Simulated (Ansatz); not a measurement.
`[OH][GaH][GaH2]` + NH₃ → `[NH2][GaH][OH]` + `[GaH3]` at 400 K and 1 bar (cleavage of the Ga–Ga bond).

Computed with Ansatz on PBE0-D4/def2-TZVP structures; ΔE is electronic, products minus reactants. CCSD(T)/CBS adds triple-zeta CCSD(T) − MP2 to the extrapolated MP2 energy (def2 sets, frozen cores). This one scheme is used for every species. For Ga outer-core shells are correlated without core-valence functions, which leaves a few kJ/mol of doubt a bond. Scalar relativity is left out up to krypton. One conformer a species, not always the lowest.

```tsv
species	CCSD(T)/CBS energy (Eh)	H − E (kJ/mol)	S (J/(mol·K))
`[OH][GaH][GaH2]`	-3925.47057	117.7	369.2
NH₃	-56.50880	104.2	203.1
`[NH2][GaH][OH]`	-2056.27372	145.9	332.2
`[GaH3]`	-1925.70545	64.2	231.8
```

H − E and S are ideal-gas, rigid-rotor, harmonic terms from PBE0-D4/def2-TZVP, for one conformer and one mirror image of each species. 1 Eh = 2625.50 kJ/mol, R = 8.31446 J/(mol·K).

Q: By hand: ΔE, ΔH, ΔS and ΔG.

A: ΔE = (-2056.27372) + (-1925.70545) − (-3925.47057) − (-56.50880) = 0.00020 Eh = 0.5 kJ/mol. Δ(H − E) = 145.9 + 64.2 − 117.7 − 104.2 = -11.8, so ΔH = -11.3 kJ/mol. ΔS = 332.2 + 231.8 − 369.2 − 203.1 = -8.3 J/(mol·K). ΔG = -11.3 − 400 × (-8.3)/1000 = -8.0 kJ/mol.

Q: By hand: the equilibrium constant, and the temperature at which ΔG would vanish if ΔH and ΔS stayed fixed.

A: log₁₀ K = −ΔG/(RT ln 10) = 1.0. ΔG = 0 at ΔH/ΔS = 1361 K, though so small a ΔS makes that figure unsure.

The number of gas molecules stays the same, so ΔS is small and ΔH decides. A doubt of 5 kJ/mol in ΔE shifts log₁₀ K by 0.7 here. Other conformers and mirror images would add mixing entropy, several J/(mol·K) or more a flexible species. These are equilibria of isolated gas molecules and say nothing of rates. Largest T1 diagnostic: 0.015 (customary marks: 0.02 for closed shells, 0.045 for open ones).
